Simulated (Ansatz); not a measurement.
Species: disulfane, H2S2, charge 0, multiplicity 1. 
Structure (B3LYP-D3(BJ)/def2-TZVP (Ansatz, a first-principles code) minimum search):
```xyz
4

S     -0.9222     0.0561     0.4718
S      0.9228     0.0543    -0.4709
H     -1.5351    -0.8736    -0.2871
H      1.5259    -0.8942     0.2724
```
Charge 0, spin multiplicity 1.

Total electronic energies in hartree. Valence correlation only, unless marked. No spin-orbit coupling. No relativistic terms. CBS marks a two-point X^-3 extrapolation of the correlation energy; Hartree-Fock from the larger set.

```
level                                 program  energy (Eh)
------------------------------------  -------  -----------
HF/def2-TZVPP                          Ansatz   -796.25011
HF/aug-cc-pV(Q+d)Z                     Ansatz   -796.27280
RI-HF/aug-cc-pV(T+d)Z                  Ansatz   -796.26624
RI-HF/cc-pV(Q+d)Z                      Ansatz   -796.27237
MP2/STO-3G                             Ansatz   -787.53894
MP2/def2-QZVPP                         Ansatz   -796.66324
RI-MP2/def2-QZVPP                      Ansatz   -796.66294
RI-MP2/CBS(def2-TZVPPD,def2-QZVPPD)    Ansatz    -796.6858
SCS-MP2/STO-3G                         Ansatz   -787.54707
SCS-MP2/def2-SVP                       Ansatz   -796.22892
SCS-MP2/def2-TZVPP                     Ansatz   -796.60871
CCSD(T)/6-31G*                         Ansatz   -796.45365
CCSD(T)/def2-SVP                       Ansatz   -796.27214
CCSD(T)/def2-QZVPPD                    Ansatz   -796.71756
CCSD(T)/CBS(def2-TZVPPD,def2-QZVPPD)   Ansatz    -796.7386
```

Totals of different functionals don't rank their quality; only differences between species are comparable.
